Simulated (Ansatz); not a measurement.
Reaction (atomization): `[NH2][Zn][AlH][Cl]` → Al• + Cl• + 3 H• + N• + Zn (atom)

Program: Ansatz. Geometries: PBE0-D4/def2-TZVP. ΔE: electronic, gas phase. CCSD(T)/CBS adds triple-zeta CCSD(T) − MP2 to the extrapolated MP2 energy (def2 sets, frozen cores). This one scheme is used for every species, atoms too. Functionals use def2-TZVPP. HSE06 is defined as in plane-wave codes. No spin–orbit coupling; open shells (•) take unrestricted orbitals. Spin–orbit coupling would lower the free atoms: a little for Al, Cl. For Zn outer-core shells are correlated without core-valence functions, so the limit isn't a true one: a few kJ/mol of doubt a bond, and 10 to 20 or more in all where bonds break to atoms. Scalar relativity is left out up to krypton. Each species was taken in one conformer, which may not be the lowest.

`[NH2][Zn][AlH][Cl]`:

```xyz
7

N     1.579    1.208    0.971
Zn    0.265    0.281    0.116
Al   -1.427   -1.023   -1.080
Cl   -1.880   -2.941   -0.310
H     1.759    2.187    0.818
H     1.971    0.924    1.855
H    -2.267   -0.637   -2.371
```

```tsv
level	ΔE (kcal/mol)	difference from CCSD(T)/CBS
HSE06-D4	435.0	-3.8
CAM-B3LYP-D4	437.4	-1.4
HSE06	432.6	-6.2
BHLYP	416.6	-22.2
HF/def2-SVP	298.1	-140.7
CCSD/def2-SVP	391.8	-47.0
CCSD(T)/def2-SVP	396.4	-42.4
CCSD(T)/def2-TZVPP	422.1	-16.7
HF/def2-QZVPP	302.3	-136.5
HF/CBS(def2)	302.5	-136.3
CCSD(T)/CBS	438.8	0
```

Largest T1 diagnostic among the species: 0.018.

From r2SCAN to r2SCAN0 (25 % exact exchange), in def2-TZVPP and without D4, ΔE moves by −9.2 kcal/mol: exact exchange takes away binding that semilocal exchange gives to molecules. In def2-TZVPP, CCSD(T) changes the Hartree–Fock value by +121.8 kcal/mol (the triples alone add +7.8 kcal/mol) and MP2 by +132.5 kcal/mol; breaking electron pairs costs correlation energy, which Hartree–Fock lacks. The D4 term adds +4.8 kcal/mol with B3LYP and +2.5 kcal/mol with PBE0; it sums over pairs of atoms, weighted by their polarisabilities, and B3LYP, whose exchange is more repulsive, gets the larger term.

B3LYP here is the variant with VWN-RPA as its local correlation; programs differ in this.

For atomizations the MP2-based limit and the directly extrapolated one differ by several kJ/mol either way, and by 10 to 25 for some Ge, Se and Sn compounds, so smaller differences from it don't rank the levels.
